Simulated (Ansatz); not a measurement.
GaF₃⁺. Charge 1, multiplicity 2. Geometry PBE-D4/def2-TZVP, that of the neutral singlet; atoms count from 1.

```xyz
4

Ga    0.000    0.000    0.000
F    -1.022   -0.560   -1.300
F     1.410    0.968   -0.352
F    -0.388   -0.408    1.653
```

The structure comes from a short search, and lower isomers may exist.

Q: Estimate the Mulliken populations from the PBE0/def2-TZVP orbitals of Ansatz.

A: 
| atom | charge (e) | spin (α − β) |
| --- | --- | --- |
| Ga1 | 1.14 | -0.06 |
| F2 | -0.05 | 0.35 |
| F3 | -0.05 | 0.35 |
| F4 | -0.05 | 0.35 |
Mulliken values and Mayer orders depend strongly on the basis.

Q: Where does the spin sit?

A: Summed by element: Ga -0.06, F 1.06, of 1 unpaired in all. Largest on single atoms: F4 0.35, F2 0.35, F3 0.35.

Q: And the Mayer bond orders between bonded heavy atoms (over 0.3)?

A: Ga1–F2 0.98 (1.75 Å); Ga1–F3 0.98 (1.75 Å); Ga1–F4 0.98 (1.75 Å).
